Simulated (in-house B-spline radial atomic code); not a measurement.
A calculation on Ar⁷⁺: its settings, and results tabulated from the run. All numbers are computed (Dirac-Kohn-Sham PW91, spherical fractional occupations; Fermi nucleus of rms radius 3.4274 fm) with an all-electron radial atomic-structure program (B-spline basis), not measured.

Command:
```bash
python run_scf.py task.json out
```
Settings (nuclear radius in fm, mass in u):
```
Z                18
configuration    [Ne] 3s1
hamiltonian      dirac
method           pw91,pw91
spin_polarised   False
nucleus          fermi
rms_radius       3.4274
atomic_mass      39.96238
speed_of_light   137.035999084
```

Output (hartree, bohr):
```
 radial grid: 65 intervals, B-splines of order 8, outer radius 8.961 bohr

 iter        energy (Eh)    residual
    1        -506.129845    1.03e+00
    2        -512.649754    3.47e-01
    3        -513.340329    1.22e-01
    4        -513.428461    4.13e-02
    5        -513.438709    1.35e-02
    6        -513.440024    5.84e-05
    7        -513.440024    1.20e-06
    8        -513.440024    1.78e-08

 total energy                      -513.44002
 kinetic                             516.7930
 electron-nucleus                  -1165.8701
 Hartree                             162.8932
 exchange-correlation                -27.2562

 first-order corrections (not in the total)
   Gaunt                             0.1401
   retardation                      -0.0105
   frequency dependence             -0.0001
   self-energy                       0.0936
   Uehling                          -0.0065
   Wichmann-Kroll                    0.0000
   recoil                            0.0058

 orbital      occ     eigenvalue          <r>       <r^2>       <1/r>       r_max    small
 1s1/2      2.000      -120.0876    0.0856934  0.00987867     17.6995     0.05605  4.12e-03
 2s1/2      2.000       -15.9904     0.410044    0.199133     3.59113      0.3371  6.73e-04
 2p1/2      2.000       -13.6206     0.369604    0.169188     3.51304      0.2774  6.53e-04
 2p3/2      4.000       -13.5362     0.371906    0.171147     3.48342      0.2792  6.48e-04
 3s1/2      1.000        -4.9392      1.15318     1.51239     1.22957       1.052  1.75e-04
```

Run time, properties included: 0.66 s on 1 thread of Intel(R) Xeon(R) Platinum 8488C, with other jobs on the host.

For the Dirac Hamiltonian the kinetic term is c α·p + (β - 1)c².
